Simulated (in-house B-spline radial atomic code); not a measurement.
The antimony ion Sb⁶⁺: [Kr] 4d9

Method: non-relativistic M06-L, spin-polarised, spherical fractional occupations, point nucleus. Calculated with an all-electron radial atomic-structure program (B-spline basis).

Screening seen three ways: the hydrogenic charge with the same mean radius, Z_r = [3n² - l(l+1)]/(2<r>), the one with the same energy, Z_e = n√(-2ε), and Slater's rules. Values are occupation-weighted means over spin.

```csv
shell,electrons,ε (eV),<r> (bohr),Z_r,Z_e,Slater
1s,2,-29300,0.02982,50.30,46.41,50.70
2s,2,-4442.6,0.1285,46.68,36.14,46.85
2p,6,-4161.8,0.1097,45.58,34.98,46.85
3s,2,-940.85,0.3423,39.44,24.95,39.75
3p,6,-823.51,0.3337,37.45,23.34,39.75
3d,10,-608.34,0.3053,34.39,20.06,29.85
4s,2,-220.06,0.8137,29.49,16.09,23.25
4p,6,-179.67,0.853,26.96,14.54,23.25
4d,9,-111.8,0.9662,21.73,11.47,12.20
```

The least bound orbital is 4d down at -111.1 eV, and it is also the most diffuse (<r> = 0.9677 bohr).
